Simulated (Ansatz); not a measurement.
Consider the hydrogenolysis of a Ga–N bond: `CC[N](C)[GaH][CH3]` + H₂ → `[CH3][GaH2]` + `CCNC`.

Program: Ansatz. Geometries: PBE0-D4/def2-TZVP. ΔE: electronic, gas phase. CCSD(T)/CBS adds triple-zeta CCSD(T) − MP2 to the extrapolated MP2 energy (def2 sets, frozen cores). This one scheme is used for every species. Functionals use def2-TZVPP. B3LYP here is the variant with VWN-RPA as its local correlation; programs differ in this. For Ga outer-core shells are correlated without core-valence functions, which leaves a few kJ/mol of doubt a bond. Scalar relativity is left out up to krypton. One conformer a species, not always the lowest.

Q: Is it downhill or uphill in electronic energy at CCSD(T)/CBS, and by how much? (An estimate is asked.)

A: The calculation gave: Uphill: ΔE = +44.0 kJ/mol.

Q: What do these levels give: revPBE-D4, B97M-V, CAM-B3LYP-D4, B2PLYP, PBE, B3LYP, r2SCANh, r2SCAN0, CAM-B3LYP, HF/def2-TZVPP, SCS-MP2/def2-QZVPP, HF/CBS(def2)? (Best estimate.)

A: Computed: revPBE-D4 43.3, B97M-V 22.2, CAM-B3LYP-D4 31.1, B2PLYP 30.8, PBE 26.3, B3LYP 17.6, r2SCANh 31.0, r2SCAN0 26.6, CAM-B3LYP 19.3, HF/def2-TZVPP -6.2, SCS-MP2/def2-QZVPP 42.0, HF/CBS(def2) -6.8 kJ/mol.

Largest T1 diagnostic among the species: 0.013.

From BLYP to BHLYP (50 % exact exchange), in def2-TZVPP and without D4, ΔE moves by −9.6 kJ/mol. Leaving LDA and LC-ωPBE aside and taking each functional with its dispersion term where it has one, the values, not all of them listed here, spread over 23.3 kJ/mol, from B97M-V to BLYP-D4. LDA lies +15.4 kJ/mol from PBE without D4.
